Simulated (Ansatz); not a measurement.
A nudged elastic band was laid between two geometries of BH3O2 + BrH (8 atoms, charge 0, multiplicity 1).

Level of theory: RKS B3LYP-D4/def2-SVP in Ansatz 0.2.0.

```yaml
movable_images: 5
climbing_image: yes
spring: 5.0 eV/Å²
optimiser: quadratic models (default)
start_path: through a guess of the saddle point
force_threshold: 0.03 eV/Å
iteration_limit: 60
end_points: relaxed
```

First end point:

```xyz
8
Properties=species:S:1:pos:R:3
B -0.201 -0.313 -0.155
O -0.637 0.340 0.970
H -1.409 -0.033 1.420
H 0.755 0.147 -0.719
O -0.771 -1.431 -0.667
H -1.539 -1.780 -0.196
Br 0.496 3.255 2.209
H 0.035 1.998 1.671
```

Last end point:

```xyz
8
Properties=species:S:1:pos:R:3
B -0.108 0.318 0.105
O -0.241 0.109 1.808
H -1.155 -0.217 1.905
H 0.971 -0.134 -0.186
O -1.277 -0.277 -0.351
H -1.103 -1.007 -0.956
Br -0.126 2.370 0.049
H -0.235 1.021 2.160
```

Problem. Which bonds break or form, and what moves?

Solution. Bonds broken: Br7–H8. Bonds formed: B1–Br7, O2–H8. BH3O2 + BrH becomes BBrH4O2.

Problem. Give the energies along the band, and the barrier.

Solution. The forces met the threshold. The highest image is number 3 of 0 to 6, 22.3 kcal/mol above the first end and 10.7 kcal/mol above the last; the last end lies 11.6 kcal/mol above the first. The profile has 2 maxima (images 3, 5) with wells between them (image 4): this band takes more than one step, which may be the mechanism or a detour left from its start path. A vibrational analysis at the climbing image gives one clearly imaginary mode, 566i cm⁻¹: a first-order saddle point. The orbitals stay closed-shell, which can raise the energy where a bond breaks towards radicals; this wasn't checked here.

```csv
image,path coordinate (Å),energy (kcal/mol),Br7–H8 (Å),B1–Br7 (Å),O2–H8 (Å)
0,0.00,0.0,1.44,4.34,1.92
1,1.26,0.2,1.44,4.13,1.94
2,2.52,1.0,1.44,3.63,1.99
3,3.78,22.3,1.82,2.59,1.12
4,5.15,12.5,2.91,2.04,0.97
5,6.53,13.4,3.18,1.99,0.97
6,7.90,11.6,2.51,2.05,0.98
```

Problem. What is the geometry of the highest image?

Solution. 
```xyz
8
Properties=species:S:1:pos:R:3:forces:R:3
B 0.052 -0.043 0.131 0.00 0.00 0.00
O -0.126 0.020 1.643 0.00 0.01 0.00
H -0.965 -0.366 1.947 0.00 0.00 0.00
H 1.194 -0.043 -0.213 0.00 0.00 0.00
O -0.916 -0.609 -0.611 0.00 0.00 0.00
H -1.830 -0.400 -0.382 0.00 0.00 0.00
Br -0.430 2.486 0.403 0.00 0.00 0.00
H -0.251 1.138 1.614 0.00 0.00 0.00
```

Time of the run: 14 min on 2 threads of AMD EPYC (Zen 3), with other jobs on the host, peak memory 0.21 GiB.
